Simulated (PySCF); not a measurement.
## A ladder for the ionisation energy of Hg⁺

Hg⁺ [Xe] 4f14 5d10 6s1 (2S) → Hg²⁺ [Xe] 4f14 5d10 (1S). Scalar values calculated with PySCF 2.14 in aug-cc-pwCVTZ-PP with ECP60MDF (ECP; valence: 5s2 5p6 frozen; valence and next inner shell: nothing frozen). The spin-orbit shift comes from two-component X2C-1e calculations (generalised Hartree-Fock, GHF, and MP2 on its spinors, GMP2) in x2c-TZVPPall-2c: GMP2 gives 18.684 eV without and 18.711 eV with screened spin-orbit coupling, a shift of 0.027 eV (GHF: 0.024 eV). Sums use unrounded values; where a UHF row is shifted, it takes the GHF shift.

```tsv
method	scalar (eV)
UHF	17.125
MP2 (valence)	18.694
SCS-MP2 (valence)	18.474
CCSD (valence)	18.424
CCSD(T) (valence)	18.526
LDA	19.539
PBE	19.127
PBE0	18.797
r2SCAN	19.030
wB97M-V	18.371
HSE06	18.824
wB97X-V	18.449
MP2 (valence and next inner shell)	18.900
SCS-MP2 (valence and next inner shell)	18.618
```

Form a composite estimate from CCSD(T) (valence) and the spin-orbit shift, and compare it with the reference, 18.757 eV (measured; NIST Atomic Spectra Database, ionization energies).

18.526 + (0.027) = 18.552 eV, an error of -0.205 eV.

The errors of the correlated levels include the incompleteness of the basis and the frozen core, so a lower level can come closer by cancellation.
